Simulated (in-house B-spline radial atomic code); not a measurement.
Results of a calculation; reference values are marked as such.
## Correlation energy from the adiabatic connection: −V exp(−r²/w²), V = 2.04, w = 7.84

Two electrons in a singlet, external potential −V exp(−r²/w²), V = 2.04, w = 7.84 (atomic units). Full CI in B-splines (partial waves to l = 8, correlation up to 0.6 % small) with the density held fixed gives W(λ) = <V_ee>_λ − U, and E_c is the integral of W(λ) − W(0) from 0 to 1.

| λ | W(λ) − W(0) (hartree) |
| --- | --- |
| 0 | 0.00000 |
| 0.02 | -0.00199 |
| 0.05 | -0.00488 |
| 0.12 | -0.01116 |
| 0.25 | -0.02137 |
| 0.4 | -0.03122 |
| 0.6 | -0.04185 |
| 0.8 | -0.05036 |
| 1 | -0.05731 |

(1) Integrate the table by the trapezoid rule.

(2) Now use only three numbers: W(0) = -0.34016, the initial slope W'(0) = -0.1009 (extrapolated from the first points) and the strong-coupling limit of the point-charge-plus-continuum model, W∞ = -0.46495. What do second-order theory and the interpolation W(λ) = W∞ + (W(0) − W∞)/√(1 + 2χλ) of Seidl, Perdew and Levy give?

## Answers

(1) The strips give -0.00002, -0.00010, -0.00056, -0.00211, -0.00394, -0.00731, -0.00922, -0.01077, which sum to -0.03404 hartree. The direct value, W(1) − W(0) + T_c with T_c = 0.02313, is -0.03418; the curve is convex, so chords lie above it and the trapezoids fall short in size by 0.41 %.

(2) Second order keeps the slope alone: E_c = W'(0)/2 = -0.05045, +48 % in size against -0.03418. Matching the slope fixes χ = W'(0)/(W∞ − W(0)) = -0.1009/(-0.12479) = 0.80856. Integrating, with s = √(1 + 2χ) = 1.617751, E_c = −(W(0) − W∞)(s − 1)/(s + 1) = −0.12479 × 0.617751/2.617751 = -0.02945 hartree, -13.8 % in size against the full result. At λ = 1 the formula gives W − W(0) = -0.04765 against -0.05731. Part of the miss can come from the model's W∞.
